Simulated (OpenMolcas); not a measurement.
**Co2+, Rh2+, Ir2+: d7 down the group**

| Quantity | Value |
| --- | --- |
| Program | OpenMolcas |
| Method | CASSCF |
| Basis | ANO-RCC-VTZP |
| Scalar Hamiltonian | DKH2, point nucleus |
| Spin-orbit coupling | state interaction with AMFI integrals over the reference wave functions, term energies averaged over their components |

Active space for each ion: 7 electrons in 6 orbitals (d s).

Computed levels in cm-1 above 4F 9/2:

```csv
Level,Co2+,Rh2+,Ir2+
4F 7/2,947,2215,7956
4F 5/2,1631,3638,9744
2G 9/2,13204,13897,16785
2G 7/2,14057,15989,21795
2H 11/2,19752,19214,23174
2P 1/2,19968,21155,29576
4P 5/2,20189,14940,13722
2H 9/2,20521,21320,30927
4P 1/2,21590,16331,17984
weight of 4F in the lowest level (%),99,98,85
```

Mixed levels, with the weight of the term that names them: Co2+ 2P 1/2 (71 %), Co2+ 4P 1/2 (71 %), Ir2+ 4F 5/2 (65 %), Ir2+ 2G 9/2 (63 %), Ir2+ 2P 1/2 (66 %), Ir2+ 4P 5/2 (68 %), Ir2+ 4P 1/2 (60 %).

Measured, with the error of the calculation in %. Measured levels: Co2+ from Sugar and Corliss, J. Phys. Chem. Ref. Data 10, 1097 (1981); Rh2+ from the list in Shadmi, J. Res. Natl. Bur. Stand. 70A, 435 (1966).

```json
{"Level": "4F 7/2", "Co2+": "841 (+12.6)", "Rh2+": "2148 (+3.1)"}
{"Level": "4F 5/2", "Co2+": "1451 (+12.4)", "Rh2+": "3486 (+4.4)"}
{"Level": "2G 9/2", "Co2+": "16978 (-22.2)", "Rh2+": ""}
{"Level": "2G 7/2", "Co2+": "17766 (-20.9)", "Rh2+": ""}
{"Level": "2H 11/2", "Co2+": "22720 (-13.1)", "Rh2+": ""}
{"Level": "4P 5/2", "Co2+": "", "Rh2+": "11062 (+35.1)"}
{"Level": "2H 9/2", "Co2+": "23434 (-12.4)", "Rh2+": ""}
```

The fine-structure level 4F 5/2 changes by a factor of 5.97 from Co2+ to Ir2+.

Without spin-orbit coupling 2G lies 12647, 12721, 11231 cm-1 above 4F in that order; the difference to the level 2G 9/2, of either sign, comes from spin-orbit coupling, which also lowers the zero.

Some high roots are left out of the spin-orbit mixing, which shifts the levels that they would mix with. Without dynamic correlation excited terms often stand tens of per cent too high (terms of higher spin than the ground term too low), and those without a measured partner can miss by more than the paired ones. Measured partners are found by configuration, term and J. A level has none where our copy of the source lacks it or the pairing is in doubt (some pairs that miss far off the trend of their configuration count as doubtful), and it then counts in no deviation. Levels of configurations outside the active space are missing.
